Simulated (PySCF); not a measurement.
Ge(H)2(NH2)2 (GeH6N2), SMILES [NH2][GeH2][NH2].

Geometry optimised at B3LYP-D3(BJ)/def2-SVP. One conformer was computed; it need not be the lowest.

The numbers are results of B3LYP-D3(BJ)/def2-SVP in PySCF 2.14.0, not measurements.

Frequencies are harmonic and unscaled.

| mode | ν (cm⁻¹) | IR (km/mol) | moving atoms (share of kinetic energy) |
|---|---|---|---|
| 1 | 151 | 23.8 | H 67 %, N 27 % |
| 2 | 185 | 5.4 | H 93 % |
| 3 | 255 | 41.6 | H 55 %, N 35 %, Ge 10 % |
| 4 | 491 | 30.7 | H 93 % |
| 5 | 509 | 157.0 | H 71 %, N 26 % |
| 6 | 532 | 215.6 | H 65 %, N 34 % |
| 7 | 670 | 32.7 | H 48 %, N 40 %, Ge 12 % |
| 8 | 676 | 14.1 | H 49 %, N 43 % |
| 9 | 705 | 62.8 | H 44 %, N 40 %, Ge 16 % |
| 10 | 804 | 104.4 | H 91 % |
| 11 | 861 | 83.3 | H 97 % |
| 12 | 911 | 27.0 | H 88 %, N 11 % |
| 13 | 925 | 51.7 | H 86 %, N 12 % |
| 14 | 1546 | 16.7 | H 91 %, N 9 % |
| 15 | 1551 | 17.6 | H 91 %, N 9 % |
| 16 | 2089 | 178.5 | H 99 % |
| 17 | 2141 | 128.2 | H 99 % |
| 18 | 3518 | 4.3 | H 96 % |
| 19 | 3525 | 8.1 | H 96 % |
| 20 | 3612 | 8.5 | H 91 %, N 9 % |
| 21 | 3618 | 12.4 | H 91 %, N 9 % |
